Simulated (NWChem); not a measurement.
# SnH2O, singlet; SMILES [SnH][OH]

Program: NWChem. Low-valent species are run as closed-shell singlets; no triplet was tried in these runs. Coordinates come from a PBE0/def2-SVP optimisation. def2 effective core potentials on Sn; no spin-orbit coupling. Ions are spin-unrestricted doublets at the neutral geometry; other ion states weren't tried.

For level B3LYP/def2-SVPD:

| Item | Value |
|---|---|
| −ε(HOMO) (eV) | 6.76 |

**Question.** What are these values for level LRC-wPBEh/def2-SVPD?

**Answer.** The −ε(HOMO) (eV) is 8.67.
